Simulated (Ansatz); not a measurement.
Consider the homolysis of the C–Si bond: `C[Si](C)([SiH3])Cl` → `[CH3]`• + `C[Si]([SiH3])Cl`•.

Gas-phase electronic energies from Ansatz, PBE0-D4/def2-TZVP geometries. CCSD(T)/CBS adds triple-zeta CCSD(T) − MP2 to the extrapolated MP2 energy (def2 sets, frozen cores). This one scheme is used for every species. DFT in def2-TZVPP. B3LYP here is the variant with VWN-RPA as its local correlation; programs differ in this. Open shells (•) are unrestricted, without spin–orbit coupling.

```csv
level,ΔE (eV),difference from CCSD(T)/CBS
PBE-D4,3.86,-0.18
r2SCAN-D4,3.70,-0.34
PBE0-D4,3.88,-0.16
B3LYP-D4,3.80,-0.24
ωB97X-V,4.07,0.03
ωB97M-V,4.08,0.04
r2SCAN,3.67,-0.37
B3LYP,3.66,-0.38
HF/def2-TZVPP,2.84,-1.20
MP2/def2-TZVPP,4.10,0.06
CCSD(T)/CBS,4.04,0
```

Largest T1 diagnostic among the species: 0.013.

In def2-TZVPP, CCSD(T) changes the Hartree–Fock value by +1.11 eV (the triples alone add +0.09 eV) and MP2 by +1.26 eV; breaking electron pairs costs correlation energy, which Hartree–Fock lacks. The D4 term adds +0.15 eV with B3LYP and +0.08 eV with PBE0; it sums over pairs of atoms, weighted by their polarisabilities, and B3LYP, whose exchange is more repulsive, gets the larger term.
